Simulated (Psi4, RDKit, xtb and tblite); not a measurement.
Conformational energy of SMILES O=C[SiH2][SiH2]O, singlet. Scanned: dihedral O1–C2–Si3–Si4 and dihedral C2–Si3–Si4–O5; all other coordinates were relaxed at GFN2-xTB. GFN2-xTB can order the conformers of Si and Ge chains otherwise than DFT does. Points at φ and −φ are mirror images. Heavy atoms are numbered in the order of the SMILES O=C[SiH2][SiH2]O, hydrogens after them in the order of the atoms that carry them; the mirror image has the same energies with the sign of each dihedral reversed.

Computed with: GFN2-xTB (xtb and tblite); MMFF94 // GFN2-xTB (RDKit); PBE/def2-SVP // GFN2-xTB (Psi4); PBE-D3(BJ)/def2-SVP // GFN2-xTB (Psi4); UFF // GFN2-xTB (RDKit).

Energies in kcal/mol at chosen points (x: dihedral O1–C2–Si3–Si4 (°); y: dihedral C2–Si3–Si4–O5 (°)), relative to x = -60, y = 90:

| method | (60, -60) | (-30, 0) | (-150, 180) | (150, 90) | (-30, 30) | (120, 180) | (-90, 60) |
|---|---|---|---|---|---|---|---|
| GFN2-xTB | -0.6 | -1.7 | 1.2 | 1.9 | -1.7 | 0.4 | 0.1 |
| MMFF94 | -0.6 | 0.1 | 1.6 | 2.4 | -0.4 | 0.8 | 0.5 |
| PBE/def2-SVP | -2.2 | -3.5 | 2.2 | 1.7 | -4.5 | 1.3 | -0.5 |
| PBE-D3(BJ)/def2-SVP | -2.4 | -3.8 | 2.3 | 1.8 | -4.8 | 1.4 | -0.5 |
| UFF | 0.2 | 8.7 | 1.8 | 2.8 | 9.7 | 1.6 | 1.7 |

MMFF94 has few fitted parameters for silicon.
